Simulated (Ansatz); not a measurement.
These are Ansatz (a program for electronic structure) with frozen-core CCSD(T)/cc-pVTZ // PBE0-D3(BJ)/def2-TZVP values and carry that method's errors.

Ansatz 0.2 input:
```yaml
crystal:
  periodic: [false, false, false]
  atoms:
    - { symbol: C, position_ang: [1.478754, -0.180358, 0.104873] }
    - { symbol: B, position_ang: [0.024439, 0.389481, -0.041029] }
    - { symbol: C, position_ang: [-1.245172, -0.5436, -0.019934] }
    - { symbol: O, position_ang: [-0.097052, 1.739459, -0.19144] }
    - { symbol: H, position_ang: [1.646581, -0.472254, 1.148895] }
    - { symbol: H, position_ang: [2.248674, 0.545024, -0.163558] }
    - { symbol: H, position_ang: [1.623437, -1.090328, -0.484602] }
    - { symbol: H, position_ang: [-1.301011, -1.091805, -0.968236] }
    - { symbol: H, position_ang: [-2.195206, -0.01562, 0.106858] }
    - { symbol: H, position_ang: [-1.171874, -1.306877, 0.759961] }
    - { symbol: H, position_ang: [-1.011572, 2.02688, -0.251789] }
basis:
  gaussian: { orbitals: cc-pVTZ }
correlation:
  method: ccsd_t
```

Output:

```
Functional definition: HF
1233 factors; integrals over basis functions are off by at most 1.0e-3 eV
mean field evaluation 1: about -4880.3493 eV, gradient 4.3e1 eV
mean field evaluation 2: about -4880.3489 eV, gradient 4.3e1 eV
mean field evaluation 4: about -4884.3875 eV, gradient 4.1e0 eV
mean field evaluation 8: about -4884.4417 eV, gradient 2.5e-4 eV
mean field evaluation 16: about -4884.4432 eV, gradient 2.2e-1 eV
mean field -4884.44165684 eV, -179.4999200956 hartree, gradient 2.9e-6 eV, S^2 0.000000; 0 other end points of the search recorded, 0 dependent functions left out
4 core orbitals not correlated
reference -4884.44165684 eV, -179.4999200956 hartree; 12, 12 occupied and 202, 202 virtual orbitals, 1233 factors
second order -19.09143365 eV of doubles, -0.00000000 eV of singles
cycle   1  -19.59132113 eV  change   -5.0e-1 eV  update   8.5e-2
cycle   2  -20.01269261 eV  change   -4.2e-1 eV  update   2.4e-2
cycle   3  -20.10109568 eV  change   -8.8e-2 eV  update   1.3e-2
cycle   4  -20.09371348 eV  change    7.4e-3 eV  update   3.2e-3
cycle   5  -20.09338943 eV  change    3.2e-4 eV  update   1.5e-3
cycle   6  -20.09358566 eV  change   -2.0e-4 eV  update   4.4e-4
cycle   7  -20.09340005 eV  change    1.9e-4 eV  update   1.5e-4
cycle   8  -20.09340809 eV  change   -8.0e-6 eV  update   4.3e-5
cycle   9  -20.09342358 eV  change   -1.5e-5 eV  update   1.2e-5
perturbative correction -0.73707648 eV, -0.0270870609 hartree
Total energy: -4905.27215690 eV, -180.2654268532 hartree
```

Cost: around 110 core-seconds (rough).
